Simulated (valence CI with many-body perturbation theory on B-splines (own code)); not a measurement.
# Energy levels of Au LXV

Calculated by valence CI with perturbative core correlation (CI+MBPT): five valence electrons over a frozen Dirac-Fock core [Ne], a basis of 9 s, 9 p, 8 d, 6 f, 3 g, 1 h functions for each j, with the one-electron correlation potential Σ1 (screened to all orders), the two-electron term Σ2, the three-electron term Σ3, Breit, model QED; selected single and double excitations, second order for the rest, scaled by the run's own slope (own B-spline code, finite nucleus).

No measured spectrum was set against this ion. As an estimate, large intervals hold to a few tenths of a per cent, small ones and those within an open d or f shell to about a per cent. Among the levels kept, up to 1200 cm⁻¹ of a level comes from second order outside the variational space, and about a tenth of that is noise between levels of different J, which matters for small intervals.

Levels 1 to 33 of 33, with energies above the lowest level, (3s^2 3p1/2^2 3p3/2) J=3/2. "Leading %" is the weight of the configuration and term that name the level; weights of strongly mixed levels are sums over their largest components and can fall short, so below about 35 % the name and the second component can differ from the true leading terms, or belong to a minority configuration. In the jj column 3d3/2^4 stands for four electrons in 3d with j = 3/2.

```
No.  Configuration  Term    J  E (× 10³ cm⁻¹)  Leading %     Second component      g                      Leading jj
  1        3s2.3p3   2P°  3/2            0.00         48     27 % 3s2.3p3 2D°  1.334      3s^2 3p1/2^2 3p3/2 (100 %)
  2     3s2.3p2.3d    2D  3/2          2015.5         42   33 % 3s2.3p2.3d 4F  0.777      3s^2 3p1/2^2 3d3/2 (100 %)
  3     3s2.3p2.3d    2D  5/2          3023.2         34   19 % 3s2.3p2.3d 4D  1.191       3s^2 3p1/2^2 3d5/2 (99 %)
  4        3s2.3p3   4S°  3/2          3806.1         55     44 % 3s2.3p3 2D°  1.452       3s^2 3p1/2 3p3/2^2 (99 %)
  5        3s2.3p3   2D°  5/2          3907.8         99                       1.184       3s^2 3p1/2 3p3/2^2 (99 %)
  6        3s2.3p3   2P°  1/2          4043.3         99                       0.644       3s^2 3p1/2 3p3/2^2 (99 %)
  7         3s.3p4    4P  5/2          5371.0         66       28 % 3s.3p4 2D  1.452       3s 3p1/2^2 3p3/2^2 (93 %)
  8         3s.3p4    2P  3/2          5623.2         32       23 % 3s.3p4 2D  1.142       3s 3p1/2^2 3p3/2^2 (64 %)
  9         3s.3p4    2S  1/2          5648.3         54       22 % 3s.3p4 4P  2.009       3s 3p1/2^2 3p3/2^2 (84 %)
 10     3s2.3p2.3d    4F  5/2          5796.5         47   44 % 3s2.3p2.3d 2F  0.955   3s^2 3p1/2 3p3/2 3d3/2 (99 %)
 11     3s2.3p2.3d    4D  1/2          5827.0         79   14 % 3s2.3p2.3d 2P  0.224   3s^2 3p1/2 3p3/2 3d3/2 (98 %)
 12     3s2.3p2.3d    4F  3/2          5831.5         31   28 % 3s2.3p2.3d 4D  0.901   3s^2 3p1/2 3p3/2 3d3/2 (90 %)
 13     3s2.3p2.3d    2G  7/2          5903.6         54   26 % 3s2.3p2.3d 2F  1.013   3s^2 3p1/2 3p3/2 3d3/2 (98 %)
 14     3s2.3p2.3d    2D  5/2          6167.4         37   24 % 3s2.3p2.3d 2F  1.147   3s^2 3p1/2 3p3/2 3d3/2 (95 %)
 15     3s2.3p2.3d    2P  1/2          6263.6         38   30 % 3s2.3p2.3d 4P  1.658   3s^2 3p1/2 3p3/2 3d3/2 (87 %)
 16     3s2.3p2.3d    2D  3/2          6275.2         26   21 % 3s2.3p2.3d 4P  1.209   3s^2 3p1/2 3p3/2 3d3/2 (74 %)
 17     3s2.3p2.3d    4D  7/2          6687.2         48   37 % 3s2.3p2.3d 4F  1.300  3s^2 3p1/2 3p3/2 3d5/2 (100 %)
 18     3s2.3p2.3d    2G  9/2          6799.4         63   36 % 3s2.3p2.3d 4F  1.176  3s^2 3p1/2 3p3/2 3d5/2 (100 %)
 19     3s2.3p2.3d    2P  3/2          6802.4         46   23 % 3s2.3p2.3d 4P  1.323   3s^2 3p1/2 3p3/2 3d5/2 (98 %)
 20     3s2.3p2.3d    2F  5/2          6832.3         38   24 % 3s2.3p2.3d 2D  1.110   3s^2 3p1/2 3p3/2 3d5/2 (98 %)
 21     3s2.3p2.3d    2D  5/2          6998.1         41   37 % 3s2.3p2.3d 4P  1.280   3s^2 3p1/2 3p3/2 3d5/2 (96 %)
 22     3s2.3p2.3d    2F  7/2          7015.9         64   17 % 3s2.3p2.3d 4F  1.125   3s^2 3p1/2 3p3/2 3d5/2 (98 %)
 23     3s2.3p2.3d    2D  3/2          7092.1         60   22 % 3s2.3p2.3d 2P  0.932   3s^2 3p1/2 3p3/2 3d5/2 (98 %)
 24     3s2.3p2.3d    2P  1/2          7124.4         55   37 % 3s2.3p2.3d 2S  1.221   3s^2 3p1/2 3p3/2 3d5/2 (97 %)
 25      3s.3p3.3d   4D°  5/2          7352.1         29   18 % 3s.3p3.3d 6D°  1.248   3s 3p1/2^2 3p3/2 3d3/2 (96 %)
 26      3s.3p3.3d   4D°  3/2          7370.1         28   21 % 3s.3p3.3d 6D°  1.238   3s 3p1/2^2 3p3/2 3d3/2 (96 %)
 27      3s.3p3.3d   4P°  1/2          7391.6         46   27 % 3s.3p3.3d 6D°  2.330   3s 3p1/2^2 3p3/2 3d3/2 (97 %)
 28      3s.3p3.3d   2F°  7/2          7448.3         23   22 % 3s.3p3.3d 4F°  1.229   3s 3p1/2^2 3p3/2 3d3/2 (95 %)
 29      3s.3p3.3d   2D°  3/2          7604.1         29   11 % 3s.3p3.3d 4D°  1.006   3s 3p1/2^2 3p3/2 3d3/2 (83 %)
 30      3s.3p3.3d   2F°  5/2          7692.2         20   18 % 3s.3p3.3d 4G°  0.864   3s 3p1/2^2 3p3/2 3d3/2 (73 %)
 31      3s.3p3.3d   4D°  1/2          7735.8         41   26 % 3s.3p3.3d 2P°  0.551   3s 3p1/2^2 3p3/2 3d3/2 (86 %)
 32        3s2.3p3   2P°  3/2          7867.9         50     28 % 3s2.3p3 2D°  1.304             3s^2 3p3/2^3 (98 %)
 33     3s2.3p.3d2   4G°  5/2          7944.5         38  26 % 3s2.3p.3d2 2F°  0.795       3s^2 3p1/2 3d3/2^2 (73 %)
```

The ionisation energy to 3s2.3p2 3P_0 of the next ion comes out as 7132.7 eV (NIST: 7130 ± 24 eV (theoretical)). All 33 levels together are meant to be complete up to 8045.3 × 10³ cm⁻¹.
